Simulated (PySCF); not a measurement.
# One reaction down a group: Si, Ge, Sn, Pb

The same gas-phase reaction for Si, Ge, Sn, Pb:
- SiBr2 + 2 IBr → SiI2 + 2 Br2
- GeBr2 + 2 IBr → GeI2 + 2 Br2
- SnBr2 + 2 IBr → SnI2 + 2 Br2
- PbBr2 + 2 IBr → PbI2 + 2 Br2

Energies from PySCF, thermal terms from the rigid-rotor harmonic-oscillator model, ideal gas at 1 bar. S°(298 K) at PBE0/def2-TZVP differs from the NASA 1993 table for PbI2 (-6 J/mol/K); whether the harmonic model or the table's entry is off was not settled. † marks an energy on the PBE0/def2-TZVP geometry and frequencies; other levels use their own. CCSD(T) freezes the core. All species are closed-shell singlets. B3LYP is the form with VWN-RPA correlation. I, Pb, Sn: scalar-relativistic def2 core potential, no spin-orbit coupling. Br, Ge: all electrons, no relativistic terms. CCSD(T) isn't extrapolated to the basis-set limit. The harmonic model lacks anharmonicity and excited electronic states, which grow with temperature; levels with a mode under 35 cm⁻¹ are left out. Soft modes under 120 cm⁻¹ make the harmonic entropy rough for SiI2, GeBr2, GeI2, SnBr2, SnI2, PbBr2, PbI2.

ΔH°(298 K) in kJ, by level:

```csv
level,Si,Ge,Sn,Pb
ωB97M-V/def2-TZVP†,120.5,103.8,95.4,85.9
CCSD(T)/def2-SVP†,113.9,93.0,84.6,74.2
BLYP/def2-TZVP†,109.3,94.1,89.2,81.9
HF/def2-TZVP†,130.1,113.1,103.3,91.7
PBE0/def2-QZVP†,111.6,95.9,89.5,81.3
M06-2X/def2-TZVP†,113.3,99.4,92.5,82.0
PBE/def2-SVP,99.3,83.5,74.4,67.2
B3LYP/def2-TZVP†,114.8,98.6,92.3,83.9
```

At ωB97M-V/def2-TZVP†, ΔH° falls from Si to Pb, over a range of 34.6 kJ; the steps are -16.7, -8.4, -9.5 kJ. 8 of the 8 levels shown give the same order. The levels scatter most for Si (30.8 kJ between the highest and the lowest) and least for Pb (24.5 kJ). ΔS°(298 K) runs from -10.9 to -10.1 J/K, so TΔS° at 298 K spreads over 0.2 kJ among the members, against 34.6 kJ for ΔH°.

Free energies at ωB97M-V/def2-TZVP†:

```tsv
member	ΔS°(298 K), J/K	ΔG°(298 K), kJ	ΔG°(2500 K), kJ	ΔG° changes sign
Si	-10.1	124	145	none from 298 to 2500 K
Ge	-10.3	107	130	none from 298 to 2500 K
Sn	-10.6	99	122	none from 298 to 2500 K
Pb	-10.9	89	113	none from 298 to 2500 K
```

The NASA 1993 table holds none of these reactions whole; the comparison is among the levels.
